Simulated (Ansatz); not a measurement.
Process, species as SMILES: C[Si](C)(C)O [hydroxy(trimethyl)silane] -> [CH2][Si](C)(C)O + H atom (the C-H bond at the site shown breaks; other sites are not compared here)
Structures are relaxed separately at B3LYP-D3(BJ)/def2-TZVP in Ansatz (an electronic-structure program), one conformer each, not searched for the lowest. Frequencies are from Ansatz.

Quantity: bond dissociation energy (enthalpy at 298 K, with B3LYP-D3(BJ) rigid-rotor harmonic-oscillator terms), in eV. Valence correlation only, unless marked. UHF or UKS for open shells. Spin-orbit coupling is left out. No relativistic terms. CBS marks a two-point X^-3 extrapolation of the correlation energy; Hartree-Fock from the larger set. [CCSD(T)-MP2]/basis is that difference in the basis named.

```json
[
 {"level": "revPBE/def2-TZVPD", "program": "Ansatz", "bond dissociation energy (eV)": "4.14", "minus last row": "-0.25"},
 {"level": "B3LYP-D4/def2-TZVPD", "program": "Ansatz + dftd4", "bond dissociation energy (eV)": "4.30", "minus last row": "-0.09"},
 {"level": "PBE0/6-31G*", "program": "Ansatz", "bond dissociation energy (eV)": "4.27", "minus last row": "-0.12"},
 {"level": "B2GP-PLYP-D3(BJ)/def2-TZVPD", "program": "Ansatz + dftd3", "bond dissociation energy (eV)": "4.29", "minus last row": "-0.10"},
 {"level": "CCSD(T)/cc-pV(Q+d)Z", "program": "Ansatz", "bond dissociation energy (eV)": "4.37", "minus last row": "-0.02"},
 {"level": "RI-MP2/CBS(cc-pV(T+d)Z,cc-pV(Q+d)Z)+[CCSD(T)-MP2]/cc-pV(T+d)Z", "program": "Ansatz", "bond dissociation energy (eV)": "4.41", "minus last row": "0.02"},
 {"level": "CCSD(T)/CBS(cc-pV(T+d)Z,cc-pV(Q+d)Z)", "program": "Ansatz", "bond dissociation energy (eV)": "4.39", "minus last row": "0.00"}
]
```
